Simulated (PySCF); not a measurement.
**NMR parameters of SeH2**

SeH2, H2Se, point group C2v.

Cartesian coordinates in Å; atom numbers follow the order of the lines, from 1:
```xyz
3

Se    0.005   -0.008   -0.685
H     1.048   -0.017    0.350
H    -1.053    0.024    0.335
```

GIAO calculations in PySCF on the PBE0-D3(BJ)/def2-SVP structure: isolated species, non-relativistic, equivalent atoms averaged; basis pcSseg-1.

**Question.** Give the isotropic shieldings (ppm) with KT2, PBE0.

**Answer.** 
```json
{"atoms": "Se1", "environment": "selenium bonded to 2 H", "KT2": "2099", "PBE0": "2098"}
{"atoms": "H2/H3", "environment": "hydrogen on a selenium", "KT2": "30.34", "PBE0": "30.11"}
{"atoms": "HOMO–LUMO gap (eV)", "environment": "–", "KT2": "5.14", "PBE0": "7.30"}
```

**Question.** And the chemical shifts, against references computed in the same way?

**Answer.** 
```tsv
atoms	nucleus, reference	KT2	PBE0
Se1	77Se, Me2Se	-378	-328
H2/H3	1H, TMS	0.84	1.15
```

**Question.** Which part of the shielding of Se1 depends on the functional?

**Answer.** Diamagnetic: KT2 3002, PBE0 2999 ppm; paramagnetic: KT2 -903, PBE0 -901 ppm.

**Question.** What couplings does B3LYP/pcJ-1 (pcSseg-1 on Se) give?

**Answer.** 2J(H2,H3) = -11.7 Hz (averaged over equivalent pairs; isotopes 1H).

Relativistic effects, spin–orbit coupling among them, are left out; they matter for Se and for the light atoms bonded to it.
